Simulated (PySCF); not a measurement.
The same groups moved round the core (benzene trifluoromethyl+boryl). Isolated molecules, 0 K electronic values unless said otherwise. One relaxed conformer stands for each flexible species; it need not be the lowest. Strings in code marks are SMILES.

Computed with PBE-D3(BJ)/def2-TZVP // r2SCAN-D4/def2-SVP in PySCF. Excitations are Tamm–Dancoff values on a coarser integration grid. The basis has no diffuse functions, so Rydberg states are missing or too high.

```tsv
species	T1 excitation (TDA) (eV)	S1–T1 gap (TDA) (eV)	HOMO–LUMO gap (eV)	brightest of the four lowest singlets (TDA) (eV)	S1 oscillator strength
`c1c(ccc(B)c1)C(F)(F)F`	3.40	0.75	3.65	5.02	0.023
`Bc1cccc(C(F)(F)F)c1`	3.47	0.75	3.77	5.07	0.017
`Bc1ccccc1C(F)(F)F`	4.05	0.61	4.52	5.85	0.000
```
